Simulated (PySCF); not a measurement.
C2H6N, SMILES [N](C)C, multiplicity 2. Atoms are numbered in the order given.

```xyz
9

C      1.1867     0.0000     0.1717
N      0.0000     0.0000    -0.6381
C     -1.1867     0.0000     0.1717
H      1.2142     0.8825     0.8297
H      1.2142    -0.8825     0.8297
H      2.0791     0.0000    -0.4560
H     -1.2142     0.8825     0.8297
H     -2.0791     0.0000    -0.4560
H     -1.2142    -0.8825     0.8297
```
Charge 0, spin multiplicity 2.

Geometry optimised at ωB97X-D3(BJ)/def2-TZVP. The isomer is the one that the SMILES or the coordinates give; other isomers of the formula were not compared.

The numbers are results of B3LYP/pcH-1 (PySCF), not measurements.

Unrestricted Kohn–Sham, ⟨S²⟩ = 0.754. Hyperfine tensors hold the contact and dipolar terms, without spin-orbit corrections.

Computed hyperfine couplings:
```json
[
 {"nucleus": "13C no. 1", "A(iso) (MHz)": "-33.7", "A(iso) (G)": "-12.0", "dipolar principal values (MHz)": "-3.1, -1.3, 4.3"},
 {"nucleus": "14N no. 2", "A(iso) (MHz)": "35.0", "A(iso) (G)": "12.5", "dipolar principal values (MHz)": "-43.9, -42.8, 86.7"},
 {"nucleus": "13C no. 3", "A(iso) (MHz)": "-33.7", "A(iso) (G)": "-12.0", "dipolar principal values (MHz)": "-3.1, -1.3, 4.3"},
 {"nucleus": "1H no. 4", "A(iso) (MHz)": "116.6", "A(iso) (G)": "41.6", "dipolar principal values (MHz)": "-5.8, -4.3, 10.0"},
 {"nucleus": "1H no. 5", "A(iso) (MHz)": "116.6", "A(iso) (G)": "41.6", "dipolar principal values (MHz)": "-5.8, -4.3, 10.0"},
 {"nucleus": "1H no. 6", "A(iso) (MHz)": "0.2", "A(iso) (G)": "0.1", "dipolar principal values (MHz)": "-5.7, -4.9, 10.6"},
 {"nucleus": "1H no. 7", "A(iso) (MHz)": "116.6", "A(iso) (G)": "41.6", "dipolar principal values (MHz)": "-5.8, -4.3, 10.0"},
 {"nucleus": "1H no. 8", "A(iso) (MHz)": "0.2", "A(iso) (G)": "0.1", "dipolar principal values (MHz)": "-5.7, -4.9, 10.6"},
 {"nucleus": "1H no. 9", "A(iso) (MHz)": "116.6", "A(iso) (G)": "41.6", "dipolar principal values (MHz)": "-5.8, -4.3, 10.0"}
]
```

And the g tensor (effective nuclear charges for spin-orbit coupling, GIAO)? (An estimate is asked for; the answer gives what the named calculation found.)

principal values 2.0022, 2.0041, 2.0081; isotropic 2.0048.
